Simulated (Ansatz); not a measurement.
The cluster Li6N3⁻. Charge -1, multiplicity 1. Geometry relaxed at r2SCAN-D4/def2-SVPD.

```xyz
9

Li    2.050   -0.117    0.559
Li   -1.619   -1.272    0.545
Li   -0.396    0.316    2.069
Li   -0.258    0.830   -0.653
Li    0.671   -2.158    1.710
Li    0.829   -1.705   -0.967
N    -0.267    2.323   -2.210
N     0.221   -0.712    0.564
N    -1.230    2.495   -1.617
```

The restricted singlet is unstable towards broken spin symmetry at other levels; at r2SCAN-D4/def2-SVPD this wasn't settled. The geometry of the singlet was relaxed on an unsound state (restricted singlet, unstable towards broken spin symmetry at other levels and untested here). At PBE0-D4/def2-TZVPD a triplet of charge -1 lies 0.23 eV below the restricted singlet at the same geometry. The structure comes from a short search, and lower isomers may exist.

(1) Estimate the harmonic wavenumbers at RKS r2SCAN-D4/def2-SVPD (Ansatz, unscaled). Is this a minimum?

Results:

(1) 41, 58, 67, 157, 175, 199, 208, 230, 280, 289, 303, 310, 322, 335, 432, 459, 527, 532, 551, 580, 2035 cm⁻¹. Yes, no mode is imaginary beyond noise. Zero-point energy 48.4 kJ/mol. Hardware: 4 threads of Arm Neoverse V2 on a shared host. Wall time 1.9 min.
